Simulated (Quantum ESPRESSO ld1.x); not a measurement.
The phosphorus ion P13+, configuration [He] (the NIST ground configuration).

Method: scalar-relativistic Kohn-Sham, LDA (Slater exchange, VWN5 correlation), spin-polarised, spherical densities, point nucleus; computed with ld1.x of Quantum ESPRESSO 7.5.

Energy parts (hartree):
| part | energy |
|---|---|
| total | -215.3002 |
| kinetic | 216.3882 |
| electron-nucleus | -441.9166 |
| Hartree | 18.3155 |
| exchange-correlation | -8.0873 |

Orbitals (lengths in bohr, moments of r in powers of bohr; <r^-3> diverges for s and p1/2; r(max) is where P^2 peaks; r(90%) holds 90 % of the orbital's charge):
\begin{tabular}{lrrrrrr}
orbital & occ. & eigenvalue (hartree) & r(max) & r(90%) & <1/r> & <r^-3> \\ \hline
1s & 2 & -99.8119 & 0.068 & 0.183 & 14.73 & - \\
\end{tabular}

The highest occupied level is 1s at -2716.0 eV. Summed over all electrons, <r^2> = 0.02822 bohr^2, which gives a Langevin (diamagnetic) susceptibility term of -0.0224 x 10^-6 cm^3/mol. For comparison, the ionisation energy in NIST's Atomic Spectra Database is 2816.9 eV (theoretical). In exact Kohn-Sham theory the highest level is minus the ionisation energy, but local and semilocal functionals leave it too shallow, through self-interaction and a potential that decays too fast; potentials with the right tail come closer. The density falls to 0.001 e/bohr^3 at r = 0.50 bohr.
